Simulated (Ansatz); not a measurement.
Relaxation of BFH5NSi (9 atoms, charge 0, multiplicity 1), to a largest force component of 0.015 eV/Å in at most 40 steps.

Computed with RKS B3LYP-D4/cc-pVDZ in Ansatz.

```xyz
9
Properties=species:S:1:pos:R:3:forces:R:3
F 0.264 0.145 -2.105 -0.46 -0.37 -0.79
B 0.915 0.665 -1.067 -0.19 -0.12 0.25
N 0.463 0.372 0.218 0.24 0.09 -0.07
Si 1.087 0.927 1.758 -0.34 -0.16 -0.24
H 1.841 1.350 -1.293 0.70 0.50 0.00
H -0.351 -0.219 0.276 -0.45 -0.33 -0.07
H 2.488 1.290 1.590 0.61 0.21 0.00
H 0.271 2.066 2.194 -0.15 0.45 0.39
H 0.913 -0.216 2.661 0.04 -0.27 0.52
```

Where does it end, and by what steps?

It converged. The force dipped under the threshold on the way, but the program's further checks kept it going. After 13 steps the energy has fallen by 0.100 eV; H5 moved furthest, 0.34 Å.

| step | energy less start (eV) | largest force component (eV/Å) | accepted |
| --- | --- | --- | --- |
| 0 | 0.0000 | 0.793 | yes |
| 1 | -0.0844 | 0.245 | yes |
| 2 | -0.0908 | 0.155 | yes |
| 3 | -0.0910 | 0.134 | yes |
| 4 | -0.0932 | 0.059 | yes |
| 5 | -0.0933 | 0.114 | yes |
| 6 | -0.0970 | 0.071 | yes |
| 7 | -0.0982 | 0.076 | yes |
| 8 | -0.0987 | 0.143 | yes |
| 9 | -0.0995 | 0.068 | yes |
| 10 | -0.1000 | 0.011 | yes |
| 11 | -0.1002 | 0.017 | yes |
| 12 | -0.1002 | 0.015 | yes |
| 13 | -0.1002 | 0.011 | yes |

```xyz
9
Properties=species:S:1:pos:R:3
F 0.285 0.149 -2.166
B 0.956 0.583 -1.077
N 0.368 0.439 0.192
Si 1.053 0.928 1.751
H 2.043 1.080 -1.223
H -0.554 0.003 0.202
H 2.388 1.531 1.479
H 0.160 1.923 2.421
H 1.193 -0.257 2.652
```

Whether the end is a true minimum wasn't checked by a vibrational analysis.

Run time: 52 s on 1 thread of Arm Neoverse V2, on a shared host, peak memory 0.16 GiB.
